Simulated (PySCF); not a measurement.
Excitations are Tamm–Dancoff values on a coarser integration grid. The basis has no diffuse functions, so Rydberg states are missing or too high.

Cartesian coordinates (Å):
```xyz
40

S      9.2532    -0.4838     0.6803
C      7.4864    -0.3554     0.6075
C      6.8345    -0.8515    -0.5429
C      5.4435    -0.7799    -0.6527
C      4.6461    -0.2108     0.3685
C      3.1729    -0.1373     0.2459
C      2.4468    -1.1237    -0.4660
C      1.0575    -1.0586    -0.5813
C      0.3365     0.0017     0.0115
C     -1.1349     0.0730    -0.1092
N     -1.7586    -0.9236    -0.7829
C     -3.0853    -0.8548    -0.8856
C     -3.8397     0.2025    -0.3294
C     -5.3066     0.2720    -0.4475
N     -5.9326     1.3375     0.1013
C     -7.2585     1.3983    -0.0058
C     -8.0136     0.3983    -0.6641
S     -9.7680     0.5398    -0.7698
C     -7.2589    -0.6705    -1.2014
N     -5.9340    -0.7345    -1.0969
C     -3.0880     1.1884     0.3485
N     -1.7616     1.1300     0.4619
C      1.0503     0.9920     0.7225
C      2.4394     0.9209     0.8366
C      5.3154     0.2836     1.5122
C      6.7062     0.2137     1.6363
H      9.3974     0.0997     1.9022
H      7.4249    -1.2890    -1.3626
H      4.9647    -1.1501    -1.5715
H      2.9840    -1.9738    -0.9122
H      0.4940    -1.8302    -1.1248
H     -3.6040    -1.6621    -1.4312
H     -7.7594     2.2741     0.4464
H     -9.9581    -0.6240    -1.4529
H     -7.7621    -1.4998    -1.7343
H     -3.6093     2.0452     0.8096
H      0.4830     1.8190     1.1726
H      2.9764     1.7185     1.3713
H      4.7308     0.7085     2.3418
H      7.1895     0.5971     2.5483
```
Charge 0, multiplicity 1.

Task: Give the S1 oscillator strength, LUMO and S1–T1 gap (TDA) at the level PBE0-D3(BJ)/def2-SVP // PBE-D3(BJ)/def2-SVP (PySCF 2.14.0).

Result: 
```
Property                  Result
----------------------  --------
S1 oscillator strength      1.40
LUMO                    -2.27 eV
S1–T1 gap (TDA)          0.75 eV
```
